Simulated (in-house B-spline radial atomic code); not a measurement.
A fraction x of an electron is removed from 4p in neutral bromine, starting from [Ar] 3d10 4s2 4p5 and keeping the highest spin. All numbers are computed (non-relativistic r2SCAN0, spin-polarised, spherical fractional occupations; point nucleus) with an all-electron radial atomic-structure program (B-spline basis), not measured.

Caution: exact exchange at fractional occupations of open shells leaves self-interaction of up to several eV.

```csv
x,E(x) - E(0) (eV),4p down level (eV)
0,0.0000,-8.110
0.05,0.4149,-8.487
0.17,1.4881,-9.402
0.28,2.5690,-10.252
0.41,3.9677,-11.270
0.5,5.0140,-11.982
0.55,5.6230,-12.380
0.69,7.4348,-13.504
0.83,9.4048,-14.641
0.98,11.6932,-15.872
1,12.0122,-16.037
```

The exact functional would give a straight line between the two integer points. Deviations E(x) - E(0) - x[E(1) - E(0)], in eV: -0.186 at x = 0.05, -0.554 at x = 0.17, -0.794 at x = 0.28, -0.957 at x = 0.41, -0.992 at x = 0.5, -0.984 at x = 0.55, -0.854 at x = 0.69, -0.565 at x = 0.83, -0.079 at x = 0.98.

The curve lies below the straight line by up to 0.992 eV (at x = 0.5): convex, the delocalisation error, to which spherically averaged exact exchange adds.

(1) How well does Slater's transition state (minus the level at half occupation) give the ionisation energy?

## Answers

(1) It gives 11.982 eV against 12.012 eV from the two total energies; NIST lists 11.81 eV, ground level to ground level. The end point has an open shell averaged over its orbitals, so its exact exchange keeps a self-interaction and this is no true integer point.
